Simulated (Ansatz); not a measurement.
Cost and result for the atomization energy of CF$_{2}$InN, SMILES `N#[C][In]([F])[F]` (5 atoms, 4 bonds).

Cartesian coordinates in Å:
```
N 1.135 -1.890 1.356
C 0.630 -1.049 0.753
In -0.279 0.464 -0.333
F -1.634 1.617 0.385
F 0.147 0.859 -2.162
```

The species carries charge 0 and has multiplicity 1. Correlated methods include outer-core shells of In, which these sets cover unevenly. In: def2 effective core potential. The structure was optimised at the PBE0-D4/def2-TZVP level. Program: Ansatz. All runs use 2 threads of a server CPU on a shared host. Times are those of one run each, without the atoms' runs, and a repeat can differ threefold. Electronic energies, without spin–orbit coupling; frozen cores. CCSD(T)/CBS adds CCSD(T) − MP2 in def2-TZVPP to the MP2 limit, and its time is that of the two runs behind it. T1 = 0.017. With those shells the extrapolation isn't a true limit. HSE06 is the plane-wave form, built on full-range PBE exchange.

CCSD(T)/CBS is a level of theory with its own doubt, some kJ/mol a heavy atom from the limit and from the frozen cores, so smaller differences don't rank the functionals.

| level | functions | wall time |
| --- | --- | --- |
| BLYP-D4/def2-TZVPP | 174 | 2.4 s |
| BHLYP-D4/def2-TZVPP | 174 | 3.5 s |
| HSE06-D4/def2-TZVPP | 174 | 3.7 s |
| CAM-B3LYP-D4/def2-TZVPP | 174 | 3.7 s |
| r2SCAN-D4/def2-TZVPP (with forces) | 174 | 5.5 s |
| r2SCANh-D4/def2-TZVPP | 174 | 6 s |
| CCSD(T)/def2-SVP | 82 | 6 s |
| B2PLYP/def2-TZVPP | 174 | 6.5 s |
| B97M-V/def2-TZVPP | 174 | 9 s |
| ωB97M-V/def2-TZVPP (with forces) | 174 | 13 s |
| MP2/def2-QZVPP | 310 | 16 s |
| CCSD(T)/def2-TZVPP | 174 | 2.3 min |
| CCSD(T)/CBS(def2) | – | 2.5 min |

Question: What atomization energy does each give, and how far from CCSD(T)/CBS? (Estimate.)

Answer: Ansatz gave: 
| level | atomization (kcal/mol) | difference from CCSD(T)/CBS | per bond |
| --- | --- | --- | --- |
| BLYP-D4/def2-TZVPP | 466.6 | 3.0 | 0.7 |
| BHLYP-D4/def2-TZVPP | 421.0 | -42.6 | -10.6 |
| HSE06-D4/def2-TZVPP | 455.4 | -8.2 | -2.1 |
| CAM-B3LYP-D4/def2-TZVPP | 459.7 | -3.9 | -1.0 |
| r2SCAN-D4/def2-TZVPP (with forces) | 457.8 | -5.8 | -1.4 |
| r2SCANh-D4/def2-TZVPP | 448.2 | -15.4 | -3.9 |
| CCSD(T)/def2-SVP | 426.3 | -37.3 | -9.3 |
| B2PLYP/def2-TZVPP | 455.7 | -7.9 | -2.0 |
| B97M-V/def2-TZVPP | 458.7 | -4.9 | -1.2 |
| ωB97M-V/def2-TZVPP (with forces) | 461.6 | -2.0 | -0.5 |
| MP2/def2-QZVPP | 484.1 | 20.5 | 5.1 |
| CCSD(T)/def2-TZVPP | 444.8 | -18.8 | -4.7 |
| CCSD(T)/CBS(def2) | 463.6 | 0.0 | 0.0 |

At CCSD(T), def2-SVP lies −37.3 kcal/mol from the extrapolated value and def2-TZVPP −18.9 kcal/mol: correlation converges slowly with the basis, and small sets miss more of it in the bonded molecule than in its fragments. From PBE to PBE0 (25 % exact exchange), in def2-TZVPP and without D4, the atomization energy moves by −27.0 kcal/mol: exact exchange takes away binding that semilocal exchange gives to molecules. The D4 term adds +3.6 kcal/mol with B3LYP and +1.9 kcal/mol with PBE0; it sums over pairs of atoms, weighted by their polarisabilities, and B3LYP, whose exchange is more repulsive, gets the larger term.

B3LYP here is the variant with VWN-RPA as its local correlation; programs differ in this.

Spin–orbit coupling would lower the free In atoms strongly, and the atomization energy with them, by more than many differences here.
